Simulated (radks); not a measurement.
Values are calculated unless marked as measured or tabulated.
Problem. The mean radii <r> (bohr) of the occupied orbitals of an atom or ion are listed with their occupations. Level of theory: Dirac Kohn-Sham, PBE, spin-unpolarised, spherical densities, finite nucleus; Fermi nuclear charge, rms radius of each element as measured or else 0.836 A^(1/3) + 0.57 fm (a radial shooting solver on a logarithmic mesh with Libxc functionals).

| orbital | occ. | <r> |
|---|---|---|
| 1s1/2 | 2 | 0.03609 |
| 2s1/2 | 2 | 0.1577 |
| 2p1/2 | 2 | 0.1346 |
| 2p3/2 | 4 | 0.1391 |
| 3s1/2 | 2 | 0.4430 |
| 3p1/2 | 2 | 0.4386 |
| 3p3/2 | 4 | 0.4491 |
| 3d3/2 | 4 | 0.4309 |
| 3d5/2 | 6 | 0.4344 |
| 4s1/2 | 2 | 1.150 |
| 4p1/2 | 2 | 1.262 |
| 4p3/2 | 4 | 1.291 |
| 4d3/2 | 2 | 1.837 |
| 5s1/2 | 2 | 3.149 |

Name the element and its charge. Open shells, if any, fill j = l - 1/2 first.

Solution. Z = 41, niobium, charge +1: Nb+ in [Kr] 4d2 5s2. The 1s radius gives Z: for a bare nucleus <r> = (2 gamma + 1)/(2Z) with gamma = sqrt(1 - (Z/c)^2), 0.03547 bohr for Z = 41, and screening makes it slightly larger (0.03609 here). The occupations add up to 40, and the charge is Z minus that.
